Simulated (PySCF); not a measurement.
Ligands exchanged one at a time, In C2H5-I. Gas-phase values, no solvent. One relaxed conformer stands for each flexible species; it need not be the lowest. Strings in code marks are SMILES.

Computed with TPSSh-D3(BJ)/def2-TZVP // CAM-B3LYP-D3(BJ)/def2-SVP in PySCF 2.14.0. All candidates: neutral, multiplicity 1. Delta-SCF ions had no search for a lower state. Excitations are Tamm–Dancoff values on a coarser integration grid. The basis has no diffuse functions, so Rydberg states are missing or too high.

```json
{
 "vertical ionisation energy (Delta-SCF)": "9.24 eV",
 "HOMO": "-7.26 eV",
 "T1 excitation (TDA)": "3.13 eV"
}
```

Problem. Name which member has these values.
A) `[I][In]([I])[I]`
B) `C[CH2][In]([I])[I]` (C–C–In–I torsion 179°)
C) `C[CH2][In]([I])[CH2]C` (C–C–In–I torsion 0°, I–In–C–C torsion 178°)
D) `C[CH2][In]([CH2]C)[CH2]C`

Solution. A, `[I][In]([I])[I]`. The others give `C[CH2][In]([CH2]C)[CH2]C`: 7.93 eV, -5.82 eV, 3.94 eV; `C[CH2][In]([I])[I]` (C–C–In–I torsion 179°): 8.94 eV, -6.83 eV, 3.69 eV; `C[CH2][In]([I])[CH2]C` (C–C–In–I torsion 0°, I–In–C–C torsion 178°): 8.26 eV, -6.20 eV, 3.98 eV
